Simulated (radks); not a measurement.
All-electron atom: Nb31+ in [Ne] (the NIST ground configuration). Method: non-relativistic Kohn-Sham, LDA (Slater exchange, Perdew-Wang correlation), spin-unpolarised, spherical densities, point nucleus; relativity is left out, which matters for an element this heavy; computed with a radial shooting solver on a logarithmic mesh with Libxc functionals.

Unscreened Slater integrals over Kohn-Sham orbitals (eV).

integral,value
"F0(2p,2p)",181.41
"F2(2p,2p)",86.686
"F0(2p,2s)",164.48
"G1(2p,2s)",92.572
"F0(2p,1s)",245.80
"G1(2p,1s)",45.827
"F0(2s,2s)",153.89
"F0(2s,1s)",215.38
"G0(2s,1s)",20.862
"F0(1s,1s)",686.55
